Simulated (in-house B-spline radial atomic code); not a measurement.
The numbers below are computed, except where a source is named.
# Ghost states of the separable form: As

As, [Ar] 3d10 4s2 4p3, non-relativistic LDA (VWN5), spherical and spin-unpolarised, from an all-electron radial atomic-structure program (B-spline basis) (atomic units; all potentials screened as in the neutral atom).

Troullier-Martins channels: 4s (ε = -0.5237, r_c = 1.644 bohr), 4p (ε = -0.1975, r_c = 2.008 bohr). In the Kleinman-Bylander form one channel serves as the local potential, and each other channel l becomes |δV u><u δV|/<u|δV|u>, with δV = V_l − V_local and u the pseudo-orbital. Its strength is E_KB = <u|δV²|u>/<u|δV|u>. By the analysis of Gonze, Stumpf and Scheffler a spurious state lies below the reference level ε if E_KB > 0 and ε is above the second level of the local potential alone, or if E_KB < 0 and ε is above its first. The table's levels are those of angular momentum l in a sphere of 9 bohr, whose wall can lift a shallow ε a little above its free-atom value.

| local | channel | <u δV u> | <u δV² u> | ε | first local level | second local level |
| --- | --- | --- | --- | --- | --- | --- |
| p | s | 0.015918 | 0.1672 | -0.5237 | -0.5860 | 0.0027 |
| s | p | -0.0018332 | 0.07016 | -0.1973 | -0.2027 | 0.0985 |

Question: Apply the rule to each row.

Answer: Local p, channel s: E_KB = +10.5, so ε = -0.5237 is set against 0.0027: no ghost. Local s, channel p: E_KB = -38.3, so ε = -0.1973 is set against -0.2027: a ghost.

Diagonalising the separable Hamiltonian gives:

| local | channel | three lowest levels | all-electron, two lowest valence levels |
| --- | --- | --- | --- |
| p | s | -0.5237, 0.0194, 0.3124 | -0.5237, 0.0192 |
| s | p | -27.3883, -0.1973, 0.0992 | -0.1973, 0.0991 |

Question: Which choices of local channel are safe?

Answer: Free of ghosts: p. With s local the p channel has a ghost 27.19 hartree below ε, since the attractive projector pulls a state below the first local level. Among the safe choices the second level, which tests transfer, is off by at most 0.2 millihartree (p local). A small <u δV u> makes E_KB large and sensitive.
